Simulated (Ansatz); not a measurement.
Consider the hydrogenolysis of the Si–C bond: `[SiH3]C[SiH2]Cl` + H₂ → `[SiH3]Cl` + `C[SiH3]`.

Calculated with Ansatz (gas phase, PBE0-D4/def2-TZVP geometries, no zero-point term in ΔE). CBS: MP2 limit from def2 TZ/QZ plus the TZ coupled-cluster correction, frozen cores. This one scheme is used for every species. Functionals use def2-TZVPP. One conformer a species, not always the lowest.

`[SiH3]C[SiH2]Cl`:

Cartesian coordinates in Å:
```
Si -0.240 -0.058 -1.625
C 0.709 0.200 -0.027
Si -0.288 -0.091 1.512
Cl 0.871 0.234 3.186
H 0.637 0.196 -2.797
H -0.746 -1.454 -1.701
H -1.401 0.868 -1.687
H 1.574 -0.471 -0.017
H 1.093 1.226 -0.006
H -1.438 0.841 1.585
H -0.770 -1.491 1.576
```

H₂:

Cartesian coordinates in Å:
```
H 0.024 -0.362 -0.088
H -0.024 0.362 0.088
```

`[SiH3]Cl`:

Cartesian coordinates in Å:
```
Si 0.040 -0.059 0.107
Cl -0.604 0.889 -1.597
H -1.070 -0.073 1.086
H 1.199 0.685 0.650
H 0.435 -1.442 -0.246
```

`C[SiH3]`:

Z-matrix (Å, degrees):
```
C
Si 1 1.871
H 1 1.092 2 110.8
H 1 1.092 2 110.8 3 -120.0
H 1 1.092 2 110.8 3 120.0
H 2 1.488 1 110.7 3 -179.9
H 2 1.488 1 110.7 3 -59.9
H 2 1.488 1 110.7 3 60.1
```

| species | PBE0 energy (Eh) |
| --- | --- |
| `[SiH3]C[SiH2]Cl` | -1081.15634 |
| H₂ | -1.16849 |
| `[SiH3]Cl` | -751.27920 |
| `C[SiH3]` | -331.05158 |

Problem. Work out ΔE.

Solution. ΔE = (-751.27920) + (-331.05158) − (-1081.15634) − (-1.16849) = -0.00595 Eh = -3.7 kcal/mol. CCSD(T)/CBS gives -1.7 kcal/mol.

Largest T1 diagnostic among the species: 0.010.

Leaving LDA and LC-ωPBE aside and taking each functional with its dispersion term where it has one, the values, not all of them listed here, spread over 3.8 kcal/mol, from B2PLYP to revPBE-D4. LDA lies +2.0 kcal/mol from PBE without D4. The D4 term adds +3.3 kcal/mol with B3LYP and +1.8 kcal/mol with PBE0; it sums over pairs of atoms, weighted by their polarisabilities, and B3LYP, whose exchange is more repulsive, gets the larger term.

B3LYP here is the variant with VWN-RPA as its local correlation; programs differ in this.
